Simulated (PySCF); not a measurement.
## SnF: from constants to spectrum

UHF-CCSD(T) constants of SnF, ²Π (doublet), unpaired electrons π ↑ (basis Sn x2c-SVPall, F x2c-SVPall; spin-free X2C with a Gaussian nucleus; PySCF 2.14; masses 119.9022 and 18.9984 u):

| Property | Result |
| --- | --- |
| ωe | 610.7 cm⁻¹ |
| ωexe | 2.58 cm⁻¹ |
| Be | 0.2661 cm⁻¹ |
| αe | 0.00157 cm⁻¹ |
| D (centrifugal) | 2.02e-07 cm⁻¹ |
| De to Sn + F | 4.31 eV |

Task: Give the vibrational terms G(v) and spacings up to v = 6.

Result: G(v) = ωe(v+½) − ωexe(v+½)².

```tsv
v	G(v) (cm⁻¹)	G(v) − G(v−1)	Bv (cm⁻¹)
0	304.7		0.2653
1	910.2	605.5	0.2637
2	1510.6	600.4	0.2622
3	2105.8	595.2	0.2606
4	2695.9	590.1	0.2590
5	3280.8	584.9	0.2575
6	3860.5	579.7	0.2559
```

Task: How well does the Morse estimate ωe²/(4ωexe) reproduce De, and what is D0?

Result: It gives 4.48 eV, 104 % of the computed De. D0 = De − G(0) = 4.31 − 0.04 = 4.27 eV.

Correlated steps freeze 19 core orbitals. Correlated levels converge slowly with the basis: in double zeta they bind strong bonds too weakly, by up to about 1 eV, and carry superposition errors of some tenths. These are scalar-relativistic numbers at best; spin–orbit coupling would shift them, the dissociation energy most. The state is the lowest determinant that a PBE0 search found; another state may lie lower at other levels.
